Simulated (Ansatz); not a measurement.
An input meant for CrCl3 (charge 0, quartet).

```yaml
crystal:
  periodic: [false, false, false]
  atoms:
    - {symbol: Cr, position_ang: [0.000251, -0.000470, -0.065037]}
    - {symbol: Cl, position_ang: [2.138736, -0.025913, 0.034066]}
    - {symbol: Cl, position_ang: [-1.046549, 1.865691, 0.005221]}
    - {symbol: Cl, position_ang: [-1.092438, -1.839308, 0.025750]}
basis:
  gaussian: {orbitals: 6-31G}
magnetization: {spin_polarized: true, initial_magnetization: 7}
hamiltonian: {xc: {name: HSE06}, dispersion: d3bjatm}
scf: {omitted_lower_state_checks: [starts]}
output: {forces: true}
```

```sh
$ ansatz run in.yaml --threads 2 --pin off --events-out ev --progress --plain --max-ram 4352MiB
```

Shortened log:

```
Functional definition: HSE06
709 factors; integrals over basis functions are off by at most 3.6e-4 eV
70 factors; integrals over basis functions are off by at most 6.6e-6 eV
mean field evaluation 1: about -65948.7792 eV, gradient 5.5e1 eV
mean field evaluation 2: about -65805.6562 eV, gradient 1.3e2 eV
mean field evaluation 4: about -65945.1470 eV, gradient 4.4e1 eV
mean field evaluation 8: about -65952.8489 eV, gradient 3.7e1 eV
mean field evaluation 16: about -65961.3713 eV, gradient 3.1e-2 eV
mean field -65961.37133530 eV, -2424.0356863488 hartree, gradient 1.4e-7 eV, S^2 15.758608; 0 other end points of the search recorded, 0 dependent functions left out
reference -65961.37139215 eV, -2424.0356884380 hartree; 41, 34 occupied and 27, 34 virtual orbitals, 709 factors
Total energy: -65961.49965775 eV, -2424.0404021120 hartree
Atom 0 at     0.000251    -0.000470    -0.065037 Å, force    -0.064458    -0.005057    -0.639588 eV/Å
Atom 1 at     2.138736    -0.025913     0.034066 Å, force     4.562981    -0.053105     0.241303 eV/Å
Atom 2 at    -1.046549     1.865691     0.005221 Å, force    -2.202057     3.801720     0.178270 eV/Å
Atom 3 at    -1.092438    -1.839308     0.025750 Å, force    -2.296466    -3.743559     0.220014 eV/Å
Dipole moment:     0.051817    -0.001387    -0.021418 e Å
Checks for a lower state left out: starts
```

Problem. Something in this input is off. What?

Solution. The spin is set far too high (7 unpaired electrons typed, 3 in the quartet as meant). The run converged. The result belongs to that input, not to the species as meant.
